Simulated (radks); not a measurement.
Er3+, 65 electrons, occupied as [Xe] 4f10.75 6p0.25 (fractional occupations, a model configuration).

Calculated with a radial shooting solver on a logarithmic mesh with Libxc functionals: scalar-relativistic Kohn-Sham, LDA (Slater exchange, Perdew-Wang correlation), spin-polarised, spherical densities, finite nucleus; open shells are filled with parallel spins first (spin-orbit coupling, left out, can overturn this in heavy ions); Fermi nuclear charge, rms radius 5.2516 fm.

Energy parts (hartree):
part                       energy
total                 -13075.0188
kinetic                14169.4552
electron-nucleus      -32009.1608
Hartree                 5032.8893
exchange-correlation    -268.2024

Orbitals (lengths in bohr, moments of r in powers of bohr):
orbital  occ.  eigenvalue (hartree)      <r^2>
1s up       1             -2107.437  0.0005687
1s down     1             -2107.437  0.0005687
2s up       1             -355.2182   0.008847
2s down     1             -355.2156   0.008847
2p up       3             -314.5155   0.007192
2p down     3             -314.5136   0.007191
3s up       1             -80.66430    0.05818
3s down     1             -80.60881    0.05814
3p up       3             -68.27824    0.05854
3p down     3             -68.22305    0.05849
3d up       5             -52.71827    0.04881
3d down     5             -52.67523    0.04875
4s up       1             -17.02106     0.2913
4s down     1             -16.91025     0.2914
4p up       3             -12.93753     0.3298
4p down     3             -12.82882     0.3302
4d up       5              -7.46103     0.3924
4d down     5              -7.35531     0.3935
4f up       7              -1.46380     0.7257
4f down  3.75              -1.36926     0.7579
5s up       1              -3.12445      1.669
5s down     1              -3.07480      1.690
5p up       3              -2.13075      2.270
5p down     3              -2.09353      2.304
6p up    0.25              -0.69684      13.62
6p down     0              -0.67792      13.84

The highest occupied level is 6p up at -18.962 eV. The electron density at the nucleus is 9.159e+05 e/bohr^3 (large components only). Summed over all electrons, <r^2> = 35.92 bohr^2, which gives a Langevin (diamagnetic) susceptibility term of -28.4 x 10^-6 cm^3/mol. Spin moment in Bohr magnetons: 3.5. The spin density at the nucleus is -0.318 e/bohr^3 (1s -0.020, 2s -1.070, 3s -9.856, 4s 2.336, 5s 8.291). The density falls to 0.001 e/bohr^3 at r = 3.40 bohr.
